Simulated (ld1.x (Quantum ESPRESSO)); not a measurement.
Before and after: PAW potential for iodine

- Element: I
- Generator: ld1.x (Quantum ESPRESSO) 7.5
- Type: PAW
- Functional: PBE
- Relativity: scalar-relativistic
- Frozen core: [Kr]
- Valence charge: 17
- Reference configuration: 4d10 5s2 5p5
- Partial waves: 5s (bound): rcut 1.55, rcutus 1.75 bohr; 5s channel at 1.7 Ry: rcut 1.55, rcutus 1.75 bohr; 5p (bound): rcut 1.60, rcutus 1.80 bohr; 5p channel at -0.15 Ry: rcut 1.60, rcutus 1.80 bohr; 4d (bound): rcut 1.25, rcutus 1.50 bohr; 4d channel at -3.3 Ry: rcut 1.25, rcutus 1.50 bohr
- Local potential: all-electron potential smoothed inside 1.65 bohr (lloc = -1)
- Core correction: Bessel-smoothed model core inside 1.35 bohr
- Augmentation charge: PSQ, inside the norm-conserving radii

Change: wave 5p channel at -0.15 Ry: rcut 1.60, rcutus 1.80 bohr becomes 5p channel at -0.35 Ry: rcut 1.60, rcutus 1.80 bohr.

Cutoffs: the cutoffs (Ry, on a coarse ladder) from which the occupation-weighted sum of valence levels, in a spherical-Bessel basis at the reference potential, stays within 10 and 1 mRy of its value at 400 Ry; they do not see the model core or the augmentation charge, which bear on the density cutoff. Errors are all-electron minus pseudo energies relative to the spin-unpolarised reference configuration.

Task: How do hardness, ghosts and transferability respond?

Result: The potential gets neither clearly harder nor softer (70 Ry and 110 Ry → 70 Ry and 110 Ry); the number of tests with a reliable result goes from 7 to 1 (the test run of the changed file stopped, so its transferability is not established); neither file shows a bound ghost.

| quantity | base | changed |
| --- | --- | --- |
| cutoff, loose | 70 Ry | 70 Ry |
| cutoff, tight | 110 Ry | 110 Ry |
| bound ghosts | none | none |
| tests with a reliable result | 7 of 7 | 1 of 7 (the test run stopped) |
| error for 4d10 5s2 5p4, meV [ΔE 11.13 eV] | -3.1 | -1.3 |
| s: phases at 1.96 bohr within 0.05 rad from the reference energy up to (Ry; the scan ends near 5) | 1.8 | 1.8 |
| p: phases at 1.96 bohr within 0.05 rad from the reference energy up to (Ry; the scan ends near 5) | 0.6 | -0.2 |
| d: phases at 1.96 bohr within 0.05 rad from the reference energy up to (Ry; the scan ends near 5) | to the end of the scan | to the end of the scan |
| lowest overlap eigenvalue by channel | s 0.45, p 0.57, d 1.00 | s 0.45, p 0.57, d 1.00 |
